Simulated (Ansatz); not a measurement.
Input for Ansatz (an electronic-structure program): R-wB97X-V/def2-TZVPPD on C2H3FO (a complex), monomers drawn apart or pushed together. Files ending in .json are basis or fitting sets from the Basis Set Exchange.

Ansatz 0.2 input:
```yaml
crystal:
  periodic: [false, false, false]
  atoms:
    - {symbol: C, position_ang: [0.09766566, 0.39493887, 0.63919541]}
    - {symbol: O, position_ang: [-0.44639982, -0.17279041, -0.16476664]}
    - {symbol: C, position_ang: [-0.02405991, -0.69743489, 5.24603911]}
    - {symbol: F, position_ang: [-0.71666360, -1.43156142, 4.28721722]}
    - {symbol: H, position_ang: [0.68285859, -1.35889354, 5.74809314]}
    - {symbol: H, position_ang: [0.50531216, 0.11396351, 4.74656606]}
    - {symbol: H, position_ang: [-0.74102969, -0.29719797, 5.96372778]}
basis:
  gaussian:
    orbitals: def2-TZVPPD.json
hamiltonian:
  xc: {name: wB97X-V}
scf: {lower_state_search: off}
```

Program output:

```
WARN ansatz: RAYON_NUM_THREADS=1 ignored (pool sized by the plan → 1); use --threads N
Functional definition: wB97X-V
these checks for a lower state are left out or cut short: stability, starts, cluster_reference, orbital_swaps, neighbouring_geometries, increment
integrals: 0.11 GiB planned
906 factors; their error is unknown
integrals: 0.14 GiB planned
276 factors; integrals over basis functions are off by at most 4.4e-5 eV
mean field: 1.02 GiB planned
mean field evaluation 1: about -6884.1707 eV, gradient 4.0e1 eV
mean field evaluation 2: about -6883.1536 eV, gradient 4.9e1 eV
mean field evaluation 4: about -6886.7321 eV, gradient 1.9e0 eV
mean field evaluation 8: about -6886.7453 eV, gradient 2.6e-2 eV
mean field evaluation 16: about -6886.7435 eV, gradient 9.0e-6 eV
mean field -6886.74348758 eV, -253.0831551660 hartree, gradient 9.0e-6 eV, S^2 0.000000; 0 other end points of the search recorded, 0 dependent functions left out
reference -6886.74348487 eV, -253.0831550666 hartree; 16, 16 occupied and 189, 189 virtual orbitals, 906 factors
Total energy: -6886.74348487 eV, -253.0831550666 hartree
Checks for a lower state left out: stability, starts, cluster_reference, orbital_swaps, neighbouring_geometries, increment
```

The calculation finished and met its thresholds.

Cost: about 3.0 core-seconds (a rough figure).
